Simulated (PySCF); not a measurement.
# Electronic absorption of C3H9ClSSi2

Compound: C3H9ClSSi2.
Geometry (GFN2-xTB, Å), atoms numbered from 1 in this order:
```
atom  x, y, z in Å
Si1    2.7663    0.9248    0.6750
S2     1.4747    0.7318   -1.0144
C3     0.7721   -0.9461   -0.7783
Si4   -0.7116   -0.9572    0.4170
C5    -1.8810    0.3946   -0.1697
C6    -3.0482    0.6406    0.4004
Cl7   -3.6031   -0.2782    1.7411
H8     1.9743    1.0216    1.8967
H9     3.5001    2.1421    0.3816
H10    3.6115   -0.2651    0.7122
H11    0.4767   -1.2634   -1.7760
H12    1.5743   -1.5999   -0.4464
H13   -1.3340   -2.2830    0.3438
H14   -0.2443   -0.6811    1.7798
H15   -1.5908    1.0187   -1.0034
H16   -3.7446    1.4088    0.0965
```

The calculation used TDDFT CAM-B3LYP/def2-SVPD, vertical, gas phase, core orbitals frozen in the response (PySCF 2.14.0, density-fitted response routines).

```tsv
state	E (eV)	λ (nm)	ν̃ (cm⁻¹)	f	|μ| (D)	main configurations (H = HOMO, L = LUMO)
S1	5.49	225.9	44270	0.0009	0.21	H→L+1 (42%), H→L+2 (15%), H→L+3 (14%)
S2	5.76	215.4	46420	0.043	1.41	H→L+1 (49%), H→L+2 (23%), H→L+3 (9%)
S3	5.89	210.5	47520	0.047	1.45	H→L (77%), H→L+2 (12%)
S4	6.45	192.3	51990	0.279	3.38	H-1→L (94%)
S5	6.49	191.1	52340	0.0083	0.58	H→L+3 (58%), H→L+2 (28%)
S6	6.84	181.2	55170	0.0043	0.41	H-1→L+2 (22%), H-1→L+5 (20%), H→L+5 (18%)
S7	6.89	179.9	55580	0.017	0.82	H→L+6 (40%), H→L+4 (16%), H→L+8 (14%)
S8	6.97	177.9	56200	0.0016	0.25	H-3→L (46%), H→L+7 (16%)
```

Triplets, Tamm–Dancoff:

```csv
state,E (eV),λ (nm),"main configurations (H = HOMO, L = LUMO)"
T1,4.02,308.6,H-1→L (82%)
T2,5.09,243.3,"H→L+2 (34%), H→L+3 (18%), H→L+1 (12%)"
T3,5.38,230.7,"H→L+1 (72%), H→L+2 (16%)"
```

The lowest singlet lies at 5.49 eV (226 nm, ultraviolet) and is very weak; its leading configuration is HOMO→LUMO+1 (42%). The most intense listed level is S4 at 6.45 eV (192 nm, f = 0.279), 0.96 eV above S1. Löwdin shares by element: HOMO sulfur 63%, silicon 13%, carbon 12% or more; LUMO carbon 59% or more, silicon 12% or more, chlorine 9% (atoms not listed hold the other 20%). The listed states span 1.48 eV, and the widest gap between neighbours is 0.55 eV (S3 to S4). Orbital energies (eV): HOMO-3 -10.47, HOMO-2 -9.87, HOMO-1 -8.97, HOMO -8.03, LUMO 0.34, LUMO+1 0.81, LUMO+2 1.03. The oscillator strengths of these states sum to 0.402; summed over the whole spectrum of an exact calculation they would give the number of electrons, 88 (Thomas–Reiche–Kuhn). The window holds the lowest 8 singlets.

One conformer stands for the species.
